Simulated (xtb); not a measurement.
H3Al, triplet, geometry from GFN2-xTB (such geometries of metal compounds can be far from the true shape) (a higher spin typed on purpose: for a closed-shell molecule this is an excited state); GFN2-xTB (xtb).

The xtb input:
```
$ xtb mol.xyz --gfn 2 --uhf 2 --json

# file mol.xyz
4

Al    -0.00852086     0.11601664     0.09405889
H      0.59235466    -1.44177485     0.61327871
H     -0.41209475     1.22776837    -0.98292216
H     -0.06948873    -1.29420984    -0.85312208
```

Output, abridged:

```
   ID    Z sym.   atoms
    1   13 Al     1
    2    1 H      2-4

           -------------------------------------------------
          |                Calculation Setup                |
           -------------------------------------------------

           -------------------------------------------------
          |                 G F N 2 - x T B                 |
           -------------------------------------------------

          ...................................................
          :                      SETUP                      :
          :.................................................:
          :  # basis functions                  13          :
          :  # atomic orbitals                  12          :
          :  # shells                            6          :
          :  # electrons                         6          :
          :  max. iterations                   250          :
          :  Hamiltonian                  GFN2-xTB          :
          :  restarted?                      false          :
          :  GBSA solvation                  false          :
          :  PC potential                    false          :
          :  electronic temp.          300.0000000     K    :
          :  accuracy                    1.0000000          :
          :  -> integral cutoff          0.2500000E+02      :
          :  -> integral neglect         0.1000000E-07      :
          :  -> SCF convergence          0.1000000E-05 Eh   :
          :  -> wf. convergence          0.1000000E-03 e    :
          :  Broyden damping             0.4000000          :
          :  net charge                          0          :
          :  unpaired electrons                  2          :
          ...................................................

 iter      E             dE          RMSdq      gap      omega  full diag
   1     -2.4203556 -0.242036E+01  0.210E+01    1.28       0.0  T
   2     -2.4415747 -0.212192E-01  0.152E+01    1.65       1.0  T
   3     -2.4247831  0.167916E-01  0.545E+00    2.66       1.0  T
   4     -2.4474702 -0.226871E-01  0.905E-01    2.40       1.0  T
   5     -2.4481499 -0.679697E-03  0.593E-01    2.26       1.0  T
   6     -2.4482166 -0.666669E-04  0.234E-01    2.29       1.0  T
   7     -2.4481788  0.377949E-04  0.312E-01    2.26       1.0  T
   8     -2.4482277 -0.489705E-04  0.598E-02    2.27       1.0  T
   9     -2.4482299 -0.215972E-05  0.364E-02    2.27       1.4  T
  10     -2.4482304 -0.504211E-06  0.193E-02    2.28       2.6  T
  11     -2.4482306 -0.160257E-06  0.781E-03    2.28       6.4  T
  12     -2.4482306 -0.277299E-07  0.947E-04    2.27      52.8  T
  13     -2.4482306 -0.379407E-09  0.262E-04    2.27     191.0  T

   *** convergence criteria satisfied after 13 iterations ***

 transition dipole moment (au) for excitation:           3           4
     X       Y       Z
   0.0610   0.1290   0.3345  total (au/Debye):    0.364   0.924
 dE (eV)             :    2.154
 oscillator strength :  0.98706E-02

         :::::::::::::::::::::::::::::::::::::::::::::::::::::
         ::                     SUMMARY                     ::
         :::::::::::::::::::::::::::::::::::::::::::::::::::::
         :: total energy              -2.440028964510 Eh    ::
         :: gradient norm              0.000068997021 Eh/a0 ::
         :: HOMO-LUMO gap              2.274787531337 eV    ::
         ::.................................................::
         :: SCC energy                -2.448230589399 Eh    ::
         :: -> isotropic ES            0.013610458178 Eh    ::
         :: -> anisotropic ES          0.003794805255 Eh    ::
         :: -> anisotropic XC         -0.004431376983 Eh    ::
         :: -> dispersion             -0.000812516412 Eh    ::
         :: repulsion energy           0.008201624889 Eh    ::
         :: add. restraining           0.000000000000 Eh    ::
         :: total charge               0.000000000000 e     ::
         :::::::::::::::::::::::::::::::::::::::::::::::::::::

           -------------------------------------------------
          |                Property Printout                |
           -------------------------------------------------

    * Orbital Energies and Occupations

         #    Occupation            Energy/Eh            Energy/eV
      -------------------------------------------------------------
         1        2.0000           -0.4946137             -13.4591
         2        2.0000           -0.4124487             -11.2233
         3        1.0000           -0.3699605             -10.0671
         4        1.0000           -0.2907936              -7.9129 (HOMO)
         5                         -0.2071967              -5.6381 (LUMO)
         6                         -0.1801124              -4.9011
         7                         -0.1494888              -4.0678
         8                         -0.1323027              -3.6001
         9                         -0.1262613              -3.4357
        10                          0.2051002               5.5811
        11                          0.6152930              16.7430
        12                          0.9718185              26.4445
      -------------------------------------------------------------
                  HL-Gap            0.0835969 Eh            2.2748 eV
             Fermi-level           -0.3200999 Eh           -8.7104 eV

     #   Z          covCN         q      C6AA      α(0)
     1  13 Al       2.431     0.228   101.430    20.887
     2   1 H        0.757    -0.012     3.388     2.902
     3   1 H        0.866    -0.172     8.952     4.686
     4   1 H        0.807    -0.044     4.019     3.149

 Mol. C6AA /au·bohr⁶  :        280.208145
 Mol. C8AA /au·bohr⁸  :      14780.245232
 Mol. α(0) /au        :         31.624260

Wiberg/Mayer (AO) data.
largest (>0.10) Wiberg bond orders for each atom

 ---------------------------------------------------------------------------
     #   Z sym  total        # sym  WBO       # sym  WBO       # sym  WBO
 ---------------------------------------------------------------------------
     1  13 Al   2.168 --     3 H    0.919     4 H    0.630     2 H    0.619
     2   1 H    0.857 --     1 Al   0.619     4 H    0.227
     3   1 H    0.960 --     1 Al   0.919
     4   1 H    0.886 --     1 Al   0.630     2 H    0.227
 ---------------------------------------------------------------------------

Topologies differ in total number of bonds
Writing topology from bond orders to xtbtopo.mol

molecular dipole:
                 x           y           z       tot (Debye)
 q only:        0.122      -0.208       0.417
   full:        0.116      -0.198       0.393       1.158
molecular quadrupole (traceless):
                xx          xy          yy          xz          yz          zz
 q only:        0.872       0.498      -0.849      -0.411       0.920      -0.023
  q+dip:        0.193       0.117      -0.297      -0.018       0.541       0.104
   full:        3.486       1.641      -2.766      -1.457       1.495      -0.720

           -------------------------------------------------
          | TOTAL ENERGY               -2.440028964510 Eh   |
          | GRADIENT NORM               0.000068997021 Eh/α |
          | HOMO-LUMO GAP               2.274787531337 eV   |
           -------------------------------------------------

normal termination of xtb
```
